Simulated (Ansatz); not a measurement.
Pulling on the As1–H2 bond in AsH (multiplicity 3 held). Energies count from the point at 1.536 Å.


```tsv
level	energy at R = 6.142 Å (eV)	cost
RO-HF/cc-pVTZ	7.382	-
U-HF/cc-pVTZ	1.903	-
RO-PBE/cc-pVTZ	4.703	-
U-PBE/cc-pVTZ	2.946	×1
RO-r2SCAN/cc-pVTZ	5.085	-
U-r2SCAN/cc-pVTZ	2.984	×2
RO-B3LYP/cc-pVTZ	5.194	-
U-B3LYP/cc-pVTZ	3.045	×0.8
RO-wB97X-V/cc-pVTZ	6.885	-
U-wB97X-V/cc-pVTZ	3.048	×5
RO-MP2/cc-pVTZ	3.215	-
U-MP2/cc-pVTZ	2.569	-
RO-SCS-MP2/cc-pVTZ	2.371	-
U-SCS-MP2/cc-pVTZ	2.701	-
U-CCSD/cc-pVTZ	2.743	-
U-CCSD(T)/cc-pVTZ	2.766	×1
CASSCF(6,5)/cc-pVTZ	2.322	-
SC-NEVPT2 on CASSCF(6,5)/cc-pVTZ	2.622	-
FIC-NEVPT4(SD) on CASSCF(6,5)/cc-pVTZ	2.747	-
FIC-MRCISD on CASSCF(6,5)/cc-pVTZ	2.745	-
FIC-MRCISD+Q on CASSCF(6,5)/cc-pVTZ	2.775	-
```

The rows run from 1.903 (U-HF/cc-pVTZ) to 7.382 eV (RO-HF/cc-pVTZ). In cc-pVTZ the value moves U-HF 1.903, U-MP2 2.569, U-CCSD 2.743, U-CCSD(T) 2.766, a shift of 0.863 from U-HF to U-CCSD(T). The 4 U-functionals in cc-pVTZ without D3 or D4 span 0.102, from U-PBE to U-wB97X-V.

Restricted levels (R-, RO-) in cc, def2 and unpolarised 6-31G sets keep to the state of the molecule at rest. Unrestricted levels (U-) break spin symmetry where that is lower. Active spaces are followed from rest. Levels need not reach the same state.

Correlated levels freeze the cores. Filled d and f shells under p-block atoms count as core.

Doubts at one or more of the structures used: a restricted determinant that unrestricted orbitals would lower (RO-HF/cc-pVTZ, RO-PBE/cc-pVTZ, RO-r2SCAN/cc-pVTZ, RO-B3LYP/cc-pVTZ, RO-wB97X-V/cc-pVTZ, RO-MP2/cc-pVTZ, RO-SCS-MP2/cc-pVTZ); a spin-contaminated determinant (U-HF/cc-pVTZ, U-PBE/cc-pVTZ, U-r2SCAN/cc-pVTZ, U-B3LYP/cc-pVTZ, U-wB97X-V/cc-pVTZ, U-MP2/cc-pVTZ, U-SCS-MP2/cc-pVTZ, U-CCSD/cc-pVTZ, U-CCSD(T)/cc-pVTZ).

Codes used: Ansatz (Gaussian orbitals). 

Costs are rough ratios of core time to U-PBE/cc-pVTZ (about 5 s over the structures, on one shared machine); a dash marks a level with no comparable run of its own.

Ansatz is a program for electronic structure.
